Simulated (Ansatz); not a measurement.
Stepwise reaction of `O[SiH2]N[SiH](O)F` with hydrogen, as a gas-phase model of exchange steps in deposition or etching. ΔE in kJ/mol.

Calculated with Ansatz (gas phase, PBE0-D4/def2-TZVP geometries, no zero-point term in ΔE). CCSD(T)/CBS is the MP2 limit (def2-TZVPP, def2-QZVPP) plus CCSD(T) − MP2 in def2-TZVPP, frozen cores. This one scheme is used for every species. DFT in def2-TZVPP. B3LYP here is the variant with VWN-RPA as its local correlation; programs differ in this. One conformer a species, not always the lowest.

```
step                                          reaction  PBE-D4  B3LYP-D4  ωB97M-V  CCSD(T)/CBS
   2  `O[SiH](F)N[SiH3]` + H₂ → `F[SiH2]N[SiH3]` + H₂O    90.7      97.4     98.6         95.1
```

Problem. Give the row of step 1, `O[SiH2]N[SiH](O)F` + H₂ → `O[SiH](F)N[SiH3]` + H₂O. (An estimate is asked.)

Solution. The calculation gave: 
```csv
step,reaction,PBE-D4,B3LYP-D4,ωB97M-V,CCSD(T)/CBS
1,`O[SiH2]N[SiH](O)F` + H₂ → `O[SiH](F)N[SiH3]` + H₂O,84.1,89.6,90.0,87.2
```

Problem. By hand: ΔE of the 2 steps together at CCSD(T)/CBS.

Solution. (87.2) + (95.1) = 182.3 kJ/mol, or 91.2 kJ/mol a step.

In ΔE each step is higher than the one before. All are uphill at CCSD(T)/CBS. PBE-D4 differs from CCSD(T)/CBS by -4.4 to -3.1 kJ/mol a step. Isolated molecules leave out the surface, adducts and barriers. Largest T1 diagnostic: 0.011.
